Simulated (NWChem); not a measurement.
Atomisation of C3H6ClF

SMILES: C[C@H](F)CCl
```xyz
11

C     -2.1601     0.4810    -0.4814
C     -0.8694    -0.2198    -0.1174
F     -0.8975    -0.5401     1.2208
C      0.3432     0.6433    -0.3879
Cl     1.8685    -0.2275    -0.0889
H     -2.2456     1.4426     0.0474
H     -2.2197     0.6665    -1.5639
H     -3.0142    -0.1467    -0.1907
H     -0.7692    -1.1642    -0.6818
H      0.3294     1.5251     0.2687
H      0.3488     0.9775    -1.4347
```
Charge 0, spin multiplicity 1.

Everything below was run with NWChem. Structure: optimised with PBE0/def2-SVP, a minimum by its harmonic frequencies. It is one conformer; others weren't searched.

Basis set: def2-TZVP. The atomisation energy is electronic alone: no zero-point, thermal, spin-orbit or counterpoise terms. No value is extrapolated to the basis-set limit. Free atoms are single determinants with multiplicities C 3, F 2, Cl 2, H 2. Correlated methods freeze the same cores in atoms and molecule, 9 orbitals in all.

B3LYP has NWChem's definition, with VWN1-RPA local correlation. The structure started from a generated list of species. No SCF solution was tested for a lower state. Open-shell Hartree-Fock references start from PBE0 orbitals.

Question: For the atomisation energy, PBE0 gives 998.1 kcal/mol and B3LYP gives 984.8 kcal/mol. What do BP86, PBE give?

Answer: BP86: 1019.9 kcal/mol; PBE: 1014.3 kcal/mol.
